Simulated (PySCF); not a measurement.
Predicted microwave data (PBE0/def2-SVPD in PySCF (dipole) on a GFN2-xTB geometry, gas phase) for one isomer of C6H10O2:

| Quantity | Value |
| --- | --- |
| Rotational constants | A = 4512, B = 1058, C = 875.9 MHz |
| Dipole components | \|μa\| = 0.26 D, \|μb\| = 0.18 D, \|μc\| = 0.24 D |
| Inertial defect | -12.84 u·Å² |
| κ | -0.90 |

Task: Which structure is it? (One computed conformer of each.)
A. `[CH3:1][C:2](=[O:3])[O:4][C@@H:5]1[CH2:6][C@@H:7]1[CH3:8]` with C1–C2–O4–C5 180°, C2–O4–C5–C6 -162°
B. `[CH3:1][CH:2]([CH3:3])[O:4]/[CH:5]=[CH:6]\[CH:7]=[O:8]` with C1–C2–O4–C5 -159°, C2–O4–C5–C6 -174°, C5–C6–C7–O8 -179°
C. `[CH3:1][O:2][C@@H:3]1[CH2:4][CH2:5][C@@H:6]2[O:7][C@H:8]12` with C1–O2–C3–C4 -176°, O2–C3–C4–C5 -153°, C3–C4–C5–C6 28°, C4–C5–C6–O7 46°, C5–C6–O7–C8 -98°
D. `[CH3:1]/[CH:2]=[C:3](/[CH3:4])[CH2:5][C:6](=[O:7])[OH:8]` with C2–C3–C5–C6 94°, C3–C5–C6–O7 78°, C5–C6–O8–H 177°
E. `[CH3:1][CH2:2][CH2:3][C:4](=[O:5])[C:6]([CH3:7])=[O:8]` with C1–C2–C3–C4 178°, C2–C3–C4–O5 -1°, C3–C4–C6–C7 -175° (2,3-hexanedione)

Result: E. It is CCCC(=O)C(C)=O, a near-prolate asymmetric top. The candidates at the same level (rigid rotor, commonest isotopes):

| SMILES | A (MHz) | B (MHz) | C (MHz) | μa (D) | μb (D) | μc (D) | Δ (u·Å²) | point group | rotor |
| --- | --- | --- | --- | --- | --- | --- | --- | --- | --- |
| CC(=O)O[C@@H]1C[C@@H]1C | 3999 | 1223 | 1122 | 1.26 | 1.37 | 1.17 | -89.28 | C1 | near-prolate asymmetric top |
| C/C=C(/C)CC(=O)O | 2603 | 1723 | 1168 | 1.10 | 1.31 | 0.42 | -54.93 | C1 | asymmetric top |
| CC(C)O/C=C\C=O | 4992 | 868.0 | 813.4 | 6.09 | 1.43 | 1.02 | -62.16 | C1 | near-prolate asymmetric top |
| CCCC(=O)C(C)=O | 4512 | 1058 | 875.9 | 0.26 | 0.18 | 0.24 | -12.84 | near Cs | near-prolate asymmetric top |
| CO[C@@H]1CC[C@@H]2O[C@@H]21 | 4186 | 1646 | 1344 | 0.16 | 0.37 | 2.51 | -51.75 | C1 | asymmetric top |

`CO[C@@H]1CC[C@@H]2O[C@@H]21` has B 56 % too high; `C/C=C(/C)CC(=O)O` has B 63 % too high; `CC(=O)O[C@@H]1C[C@@H]1C` has C 28 % too high; `CC(C)O/C=C\C=O` has B 18 % too low. No structure here is proved a minimum.
